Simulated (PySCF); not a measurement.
`O[C@@]12C[C@@H](Cl)C[C@@H]1C2`, C6H9ClO

Geometry:
| atom | x (Å) | y (Å) | z (Å) |
| --- | --- | --- | --- |
| O1 | 1.785 | 0.953 | -1.226 |
| C2 | 0.842 | 0.474 | -0.328 |
| C3 | -0.543 | 1.107 | -0.351 |
| C4 | -1.459 | 0.049 | 0.270 |
| Cl5 | -3.106 | 0.126 | -0.413 |
| C6 | -0.799 | -1.310 | 0.000 |
| C7 | 0.677 | -1.000 | -0.100 |
| C8 | 1.280 | -0.134 | 0.977 |
| H9 | 2.118 | 1.805 | -0.921 |
| H10 | -0.819 | 1.288 | -1.391 |
| H11 | -0.591 | 2.053 | 0.191 |
| H12 | -1.586 | 0.219 | 1.340 |
| H13 | -1.151 | -1.713 | -0.951 |
| H14 | -1.031 | -2.030 | 0.786 |
| H15 | 1.312 | -1.713 | -0.603 |
| H16 | 2.344 | -0.230 | 1.133 |
| H17 | 0.719 | 0.067 | 1.876 |

Level of theory: PySCF 2.14.0, TDDFT B3LYP/def2-SVPD circular dichroism and optical rotation, one conformer, gas phase. Geometry: GFN2-xTB.

The molecule is flexible and this is one conformer; a measurement averages over conformers. States above about 7.5 eV lie in this functional's continuum (it starts at minus the energy of the highest occupied orbital, well below the true ionisation energy for most functionals) and depend on the basis.

**Question.** Draw the ECD and absorption spectra from the lowest 12 states, each a Gaussian of half-width 0.3 eV at 1/e height.

**Answer.** 
```tsv
E (eV)	λ (nm)	Δε (L mol⁻¹ cm⁻¹)	ε (L mol⁻¹ cm⁻¹)
6.06	205	+0.24	25.2
6.21	200	+1.01	110
6.36	195	+2.70	321
6.51	190	+4.98	702
6.66	186	+7.51	1280
6.81	182	+10.12	1860
6.96	178	+10.77	2010
7.11	174	+8.01	1760
7.26	171	+3.72	1970
7.41	167	-2.03	3060
7.56	164	-9.96	4130
```
Δε uses R in velocity form, ε uses f in length form. Only the states computed contribute, so the short-wavelength end is incomplete.
